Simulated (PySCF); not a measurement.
**Hg2F4 at several levels of theory**

Computed with PySCF 2.14.0 (density fitting, no spin-orbit coupling) at the geometry relaxed with TPSS:

```xyz
6
Hg2F4 (singlet)
Hg   -0.4142    0.0000    1.7978
Hg    0.4142    0.0000   -1.7978
F     1.3736    0.0000   -0.0618
F    -1.3736    0.0000    0.0618
F     0.4217    0.0000    3.5467
F    -0.4217    0.0000   -3.5467
```

```csv
level,basis,state,HOMO (eV),gap (eV),charge on Hg1 (e),dipole about the centre of mass (D),largest force component (eV/Å)
TPSS,"Hg def2-SVP with ECP60, F def2-SVP",singlet,-7.98,4.36,0.78,0.00,0.03
r2SCAN,the same,singlet,-8.36,4.72,0.84,0.00,0.25
PBE0,the same,singlet,-9.81,7.01,0.88,0.00,0.34
CAM-B3LYP,the same,singlet,-11.23,9.49,0.86,0.00,0.45
TPSS,"Hg def2-TZVP with ECP60, F def2-TZVP",singlet,-8.37,4.50,0.96,0.00,0.12
TPSS,"Hg x2c-SVPall, F x2c-SVPall",singlet,-8.29,4.37,0.63,0.00,0.23
```

Charges are Mulliken's, which hang on the basis. The relaxation used the grid (50, 194), these runs (75, 302) or, all-electron (x2c bases, spin-free X2C Hamiltonian), (99, 590).

**Question.** What does BLYP with Hg def2-SVP with ECP60, F def2-SVP give here?

**Answer.** state singlet, HOMO (eV) -7.76, gap (eV) 4.06, charge on Hg1 (e) 0.73, dipole about the centre of mass (D) 0.00, largest force component (eV/Å) 0.32. Time: 6.9 s on 2 threads of Intel(R) Xeon(R) 6975P-C (Granite Rapids), on a shared host, from an already converged density.

In the first row's basis the gap widens with exact exchange: 4.1 to 4.7 eV for BLYP, TPSS, r2SCAN (none); 7.0 eV for PBE0 (a fixed share); 9.5 eV for CAM-B3LYP (rising or full at long range).

No frequency check is given that shows the relaxed geometry to be a minimum.
